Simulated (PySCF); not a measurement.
How methods differ on the ionisation energy of Cu¹⁵⁺

Cu¹⁵⁺ [Ne] 3s2 3p2 (3P) → Cu¹⁶⁺ [Ne] 3s2 3p1 (2P), as a difference of total energies. All numbers are calculated (PySCF 2.14, scalar relativity by spin-free X2C-1e, in an even-tempered Gaussian basis (19 s from 1.1 bohr⁻², ratio 2.5; 12 p from 1.4 bohr⁻², ratio 2.5; 5 d from 7.1 bohr⁻², ratio 2.7; 4 f from 11 bohr⁻², ratio 2.7)). Correlated levels: outer shells: 1s2 frozen; virtual orbitals above 40 to 60 times the deepest correlated orbital energy dropped. The calculations carry no spin-orbit coupling.

| method | ionisation energy (eV) |
| --- | --- |
| UHF | 516.05 |
| MP2 (outer shells) | 516.62 |
| SCS-MP2 (outer shells) | 516.45 |
| CCSD (outer shells) | 516.55 |
| CCSD(T) (outer shells) | 516.55 |

Task: How much does correlation contribute at CCSD(T) (outer shells)?

Result: 516.55 − (516.05) = 0.50 eV, measured against UHF.

A first-order spin-orbit estimate (lowest level to lowest level, LS coupling) adds -0.093 eV.

For comparison: 518.7 ± 1.2 eV (semi-empirical (NIST evaluation); NIST Atomic Spectra Database, ionization energies).
